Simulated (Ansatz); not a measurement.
```xyz
10

N    -2.5136    0.6616    1.4474
C    -1.8508    0.0699    0.6138
N    -1.2885   -0.4528   -0.3137
Si    0.2010   -0.4904   -1.1882
Ga    2.1013    0.3108    0.0787
H    -2.5557    0.3592    2.4073
H     0.4207   -1.9017   -1.6085
H     0.0076    0.3065   -2.4316
H     3.5126    0.4436   -0.6040
H     1.9655    0.6934    1.5987
```

Charge 0, multiplicity 1.

Question: List the ωB97M-V/def2-TZVPP orbital energies in eV (Ansatz 0.2.0). (Estimate.)

Answer: The calculation gave: Occupied: -10153.78, -1807.49, -1257.32, -1111.51, -1111.40, -1111.39, -394.77, -394.74, -284.45, -154.61, -148.51, -107.14, -106.82, -106.81, -102.65, -102.60, -102.60, -29.61, -27.69, -26.19, -26.07, -26.05, -25.91, -25.87, -19.70, -18.36, -15.70, -14.69, -14.50, -14.25, -12.36, -11.04, -10.78, -10.25, -9.12. Lowest empty: -0.53, 1.57, 1.92, 2.34, 2.71, 3.34, 3.40, 3.97.
